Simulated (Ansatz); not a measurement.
```yaml
crystal:
  periodic: [false, false, false]
  atoms:
    - {symbol: N, position_ang: [-1.862070, 0.921635, 0.983567]}
    - {symbol: C, position_ang: [-1.071985, -0.298749, 0.834100]}
    - {symbol: Ga, position_ang: [0.534489, -0.136134, -0.314841]}
    - {symbol: N, position_ang: [1.785443, -1.369960, -0.786906]}
    - {symbol: O, position_ang: [0.756117, 1.520939, -0.984616]}
    - {symbol: H, position_ang: [-1.287975, 1.667092, 1.358160]}
    - {symbol: H, position_ang: [-2.168223, 1.254055, 0.077286]}
    - {symbol: H, position_ang: [-1.664996, -1.041407, 0.441337]}
    - {symbol: H, position_ang: [-1.714996, -1.091407, 0.441337]}
    - {symbol: H, position_ang: [2.575997, -1.181159, -1.379104]}
    - {symbol: H, position_ang: [1.775205, -2.325236, -0.474249]}
    - {symbol: H, position_ang: [1.524743, 1.632637, -1.545893]}
basis:
  gaussian: {orbitals: cc-pVTZ, point_charges: [{charge: 1.00, position_ang: [7.402, -0.449, 0.842]}]}
magnetization: {spin_polarized: true, initial_magnetization: 0}
hamiltonian: {xc: {name: SPW92}}
output: {forces: true}
```

```sh
$ ansatz run in.yaml --threads 4 --pin off --events-out ev --progress --plain --max-ram 10444MiB
```

Shortened log:

```
Functional definition: SPW92
1464 factors; their error is unknown
mean field evaluation 1: about -58235.3830 eV, gradient 8.6e1 eV
mean field evaluation 2: about -58140.9038 eV, gradient 1.6e2 eV
mean field evaluation 4: about -58260.6414 eV, gradient 2.1e1 eV
mean field evaluation 8: about -58262.4087 eV, gradient 2.6e-1 eV
mean field evaluation 16: about -58262.4471 eV, gradient 1.1e-3 eV
mean field -58262.44706006 eV, -2141.1054377523 hartree, gradient 1.4e-5 eV, S^2 0.000000; 0 other end points of the search recorded, 0 dependent functions left out
reference -58262.44710416 eV, -2141.1054393727 hartree; 33, 33 occupied and 228, 228 virtual orbitals, 1464 factors
Total energy: -58262.44710416 eV, -2141.1054393727 hartree
Atom 0 at    -1.862070     0.921635     0.983567 Å, force    -0.243556    -2.124797    -0.692912 eV/Å
Atom 1 at    -1.071985    -0.298749     0.834100 Å, force     4.393909     4.992589     1.493421 eV/Å
Atom 2 at     0.534489    -0.136134    -0.314841 Å, force    -1.165261    -0.437996    -0.157430 eV/Å
Atom 3 at     1.785443    -1.369960    -0.786906 Å, force    -0.194819     0.500062     0.366092 eV/Å
Atom 4 at     0.756117     1.520939    -0.984616 Å, force    -0.461131    -0.248865     0.736431 eV/Å
Atom 5 at    -1.287975     1.667092     1.358160 Å, force     0.251333    -0.106977     0.596607 eV/Å
Atom 6 at    -2.168223     1.254055     0.077286 Å, force    -0.138450     0.537224    -0.481158 eV/Å
Atom 7 at    -1.664996    -1.041407     0.441337 Å, force  2013.374337  2012.682733    -3.662805 eV/Å
Atom 8 at    -1.714996    -1.091407     0.441337 Å, force -2016.471626 -2015.520469     2.305308 eV/Å
Atom 9 at     2.575997    -1.181159    -1.379104 Å, force     0.264025     0.131530    -0.354114 eV/Å
Atom 10 at     1.775205    -2.325236    -0.474249 Å, force    -0.084123    -0.451360     0.176471 eV/Å
Atom 11 at     1.524743     1.632637    -1.545893 Å, force     0.493643     0.042528    -0.346497 eV/Å
Dipole moment:    -0.089662    -0.246850    -0.375279 e Å
```

In this input one atom was put on top of another. The run converged. The result belongs to that input, not to the molecule as meant.
